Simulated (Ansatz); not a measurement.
Molecule: H$_{5}$S (charge -1, singlet). Whether it binds its extra electron was not tested at this geometry. SMILES: [H][S@OH20-]([H])([H])([H])[H]
Geometry: optimised at B3LYP-D3(BJ)/def2-TZVP (Ansatz, a program for electronic structure).

Parts of the frozen-core correlation energy in cc-pV(D+d)Z (Ansatz, hartree). Frozen orbitals: 5; correlated occupied orbitals by spin: 6 and 6; virtual: 37 and 37. No spin-orbit coupling. Non-relativistic.

| term | value |
|---|---|
| reference (HF) | -400.15649 |
| MP2 opposite-spin | -0.18474 |
| MP2 same-spin | … |
| CCSD correlation | … |
| (T) | … |
| CCSDT minus CCSD(T) | -0.00109 |
| T1 diagnostic | 0.019 |
| largest doubles amplitude | 0.082 |

Q: What belongs in the gaps?

A: 
- MP2 same-spin, value: -0.04245
- CCSD correlation, value: -0.26518
- (T), value: -0.00931
